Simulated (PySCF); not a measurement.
An unknown shows these calculated signals:

¹H NMR (600 MHz, computed): δ 5.90 (m, 1H), 5.19 (m, 1H), 5.08 (m, 1H), 4.57 (m, 1H), 4.33 (m, 2H), 4.29 (m, 2H), 4.23 (m, 1H), 1.28 (m, 1H), 0.09 (m, 2H), -0.28 (m, 2H).

¹³C{¹H} NMR (computed): δ 144.5 (CH), 119.4 (CH2), 21.3 (CH), -10.8 (CH2).

[PySCF: PBE0-D3(BJ)/def2-SVP geometry; NMR shieldings at B3LYP/pcSseg-1/GIAO; non-relativistic Hamiltonian; isolated molecule; one averaged value for each set of equivalent atoms; one conformer]

Shifts are taken against calculated references (same method and geometry level): ¹H, ¹³C against TMS.

Question: Which of these does the molecule contain: a non-aromatic C=C double bond, an amide, a Si–H bond, a vinyl group CH=CH2, a nitrile, an OH group?

Answer: 
- A non-aromatic C=C double bond: yes.
- An amide: no.
- A Si–H bond: yes (δH 4.29 (m), 4.33 (m)).
- A vinyl group CH=CH2: yes (δC 119.4, 144.5; δH 5.19 (m), 5.08 (m), 5.90 (m)).
- A nitrile: no.
- An OH group: no.

The data belong to `C1(C=C)[SiH2]C[SiH2]C[SiH2]1`, C$_{5}$H$_{14}$Si$_{3}$; they needn't prove each group on their own.

Carbon signals by region: 2 in the sp2 and nitrile region (100–160 ppm), 2 below 50 ppm.

Shifts are as computed. Against solution values, carbons near 30 ppm lie about +2 ppm off and those near 130 ppm about +6 ppm. Of 1211 compounds with measured shifts, 218 miss one by over three times the rms of a fit or turn the order of signals round; such compounds aren't used in these exercises. Multiplicities follow the n + 1 count of equivalent neighbours, as no J values were calculated; m marks all less simple cases, F and P coupling included.
